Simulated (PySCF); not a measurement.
Geometries of 2 isomers of CH8OSSi2, from PBE0-D3(BJ)/def2-SVP geometry optimisation, gas phase (PySCF). One conformer each, no zero-point energy, no frequencies.

Question: Which isomer lies lower at this level?
A.
```xyz
13
angstrom
C     -2.229   -0.167   -0.627
S     -0.919   -1.429   -0.505
Si     0.450   -0.361    0.770
O      1.420   -1.449    1.574
Si     1.850    0.984   -0.525
H     -2.614    0.110    0.364
H     -3.043   -0.613   -1.214
H     -1.876    0.733   -1.151
H     -0.405    0.454    1.699
H      0.962   -2.115    2.099
H      2.674    0.122   -1.425
H      0.983    1.868   -1.367
H      2.751    1.850    0.297
```
B.
```xyz
13
angstrom
C     -2.090   -0.614    0.390
S     -1.120   -1.084   -1.082
Si     0.030    0.689   -1.370
O      1.148    0.891   -0.159
Si     2.061   -0.099    0.820
H     -1.440   -0.415    1.253
H     -2.721    0.262    0.186
H     -2.737   -1.469    0.626
H      0.700    0.496   -2.685
H     -0.843    1.895   -1.359
H      1.187   -0.782    1.821
H      2.781   -1.130    0.014
H      3.048    0.758    1.533
```

Answer: B. That is `S([SiH2]O[SiH3])C`, 21.5 kcal/mol below the other.

```csv
SMILES,atoms numbered as above,E (Eh),relative (kcal/mol),relative (kJ/mol),dipole (D)
CS[SiH2]O[SiH3],[CH3:1][S:2][SiH2:3][O:4][SiH3:5],-1094.50965,0.0,0.0,1.19
CS[Si@@H](O)[SiH3],[CH3:1][S:2][Si@@H:3]([OH:4])[SiH3:5],-1094.47546,21.5,89.8,1.94
```

As drawn, the higher has an O–H bond and an Si–Si bond, which the lower lacks.
